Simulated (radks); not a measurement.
The numbers below are computed, except where a source is named.
Fractional charge and spin in the 5p shell of samarium: the spin-up occupation runs from 2 to 3 and the spin-down occupation from 2 to 3; the fullest corner is Sm+, [Kr] 4d10 4f(up 3, down 3) 5s2 6s(up 0.5, down 0.5) 5p(up 3, down 3). Code: a radial shooting solver on a logarithmic mesh with Libxc functionals. Model: scalar-relativistic Kohn-Sham, PBE, spin-polarised, spherical densities, finite nucleus; Fermi nuclear charge, rms radius of each element as measured or else 0.836 A^(1/3) + 0.57 fm. Energy (eV) minus the two flat planes that join the four corners (they meet along the diagonal where the two added fractions sum to one electron); zero is where a piecewise linear energy would lie.

down \ up,2,2.25,2.5,2.75,3
2,0.000,-1.124,-1.492,-1.114,0.000
2.25,-1.124,-1.436,-1.004,0.161,-1.038
2.5,-1.492,-1.004,0.214,-0.933,-1.374
2.75,-1.114,0.161,-0.933,-1.323,-1.022
3,0.000,-1.038,-1.374,-1.022,0.000

Corners above the fullest one (they belong to Sm2+ and the next ion): (up 3, down 2) 34.756 eV, (up 2, down 3) 34.756 eV, (up 2, down 2) 81.851 eV. With half an added electron in each spin the energy lies 0.214 eV from the planes, and with half an added electron in spin up alone -1.492 eV. The planes are only a guide here: the flat-plane condition holds for ground states with one frontier orbital, while this shell lies below other occupied shells, so the corners above the fullest one are inner-hole states and not the ground states of those ions.
